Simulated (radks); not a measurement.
Values are calculated unless marked as measured or tabulated.
Initial-state core-level shifts of neutral neodymium when its valence configuration changes from [Xe] 4f4 6s2. Level of theory: Dirac Kohn-Sham, PBE, spin-unpolarised, spherical densities, finite nucleus; open shells are shared between the two j in proportion to 2j + 1; Fermi nuclear charge, rms radius 4.9123 fm (a radial shooting solver on a logarithmic mesh with Libxc functionals). Shifts are changes of the shell-averaged eigenvalues in eV (positive: less bound); the change of the density at the nucleus, which sets a Mossbauer isomer shift, is in e/bohr^3, on a base of 4.536e+05.

| valence | 3s | 3p | 3d | 5p | density at nucleus |
|---|---|---|---|---|---|
| 4f4 5d1 6s1 | +0.979 | +0.980 | +0.989 | +1.092 | -19.77 |
| 4f4 6s1 6p1 | -1.147 | -1.147 | -1.149 | -1.209 | -16.29 |
| 4f3 5d2 6p1 | -6.947 | -6.926 | -6.832 | -2.251 | -15.41 |
| 4f2 6s2 6p2 | -23.476 | -23.427 | -23.260 | -11.346 | +85.23 |
| 4f3 5d1 6s2 | -7.395 | -7.375 | -7.290 | -2.588 | +26.88 |
| 4f3.5 5d0.5 6s2 | -3.434 | -3.425 | -3.387 | -1.273 | +12.52 |
| 4f6 | +2.699 | +2.687 | +2.640 | -0.076 | -48.79 |
